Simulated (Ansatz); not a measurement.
AlBCl2H2O (`B[O][Al]([Cl])[Cl]`). Total charge 0; spin multiplicity 1.

```xyz
7

B     0.745    1.171   -0.798
O     0.122    0.200   -0.121
Al   -0.652   -1.021    0.699
Cl   -2.649   -0.813    1.199
Cl    0.395   -2.731    1.211
H     0.744    1.143   -2.000
H     1.294    2.051   -0.191
```

Problem. What are the harmonic wavenumbers in cm⁻¹ at PBE0-D4/def2-TZVP (Ansatz, finite differences of forces, unscaled)? (Estimate.)

Solution. The calculation gave: 66, 75, 145, 147, 223, 224, 415, 632, 760, 1006, 1059, 1250, 1453, 2539, 2621.

Problem. Is this a minimum?

Solution. Yes, all 15 modes are real.

Problem. Give the ideal-gas thermochemistry at 298.15 K and 1 bar (rigid rotor, harmonic oscillator; point group C2v, symmetry number 2).

Solution. Zero-point energy 75.5 kJ/mol; H(298) − E = 97.3 kJ/mol; entropy 364.1 J/(mol·K), of which translation 169.2, rotation 113.8, vibration 81.0; G(298) − E = -11.2 kJ/mol. Modes under 100 cm⁻¹ are hindered rotations or soft bends, so the harmonic entropy is rough.

Problem. And at 400, 500, 600, 800 and 1000 K?

Solution. 
| T (K) | H − E (kJ/mol) | S (J/mol/K) | G − E (kJ/mol) |
| --- | --- | --- | --- |
| 400 | 107.8 | 394.3 | -49.9 |
| 500 | 119.0 | 419.3 | -90.6 |
| 600 | 131.0 | 441.0 | -133.7 |
| 800 | 156.5 | 477.6 | -225.7 |
| 1000 | 183.5 | 507.8 | -324.3 |

Problem. Rotational constants (cm⁻¹)?

Solution. 0.07276, 0.06926, 0.03582.
